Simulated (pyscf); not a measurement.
**H₃C–CH₂–S• (SMILES CC[S]), doublet**

Gas-phase minimum from PySCF at ωB97X-D3(BJ)/def2-SVP, one conformer. Other isomers of H₃C–CH₂–S• were not searched in full and may lie lower. 

```
C
H 1 1.1052
H 1 1.1052 2 104.86
C 1 1.5244 2 111.61 3 120.99
H 4 1.1008 1 110.75 2 -178.75
H 4 1.1008 5 107.72 1 121.25
H 4 1.1025 5 108.34 6 117.00
S 1 1.7973 2 106.52 3 -112.65
```
Charge 0, spin multiplicity 2.

Properties at ωB97X-D3(BJ)/def2-SVP:

* **Harmonic wavenumbers, unscaled**: 229, 341, 497, 710, 909, 996, 1093, 1253, 1293, 1404, 1427, 1470, 1480, 3059, 3068, 3097, 3161, 3174 cm⁻¹
* **Zero-point energy**: 41.0 kcal/mol
* **Rotational symmetry number**: 1
* **Entropy of this conformer at 298 K and 1 atm, rigid rotor and harmonic oscillator, modes under 100 cm⁻¹ raised to 100**: 282.5 J/(mol K)
* **Dipole moment**: 1.67 D
* **Spin expectation value S2**: 0.753

Single-point totals, which compare only within one level (frozen core for MP2 and CC):

```csv
level,total energy (hartree)
ωB97X-D3(BJ)/def2-TZVP,-477.47022
PBE/def2-TZVP,-477.12517
r²SCAN/def2-TZVP,-477.33255
B3LYP-D3(BJ)/def2-TZVP,-477.44485
PBE0-D3(BJ)/def2-TZVP,-477.17788
M06-2X/def2-TZVP,-477.34830
ωB97M-D3(BJ)/def2-TZVP,-477.47717
UHF/def2-TZVPP,-476.19604
MP2/def2-TZVPP,-476.69547
CCSD/def2-TZVPP,-476.74029
CCSD(T)/def2-TZVPP,-476.76214
```

The CCSD(T) − MP2 part came from Ansatz, without density fitting, on the same reference.
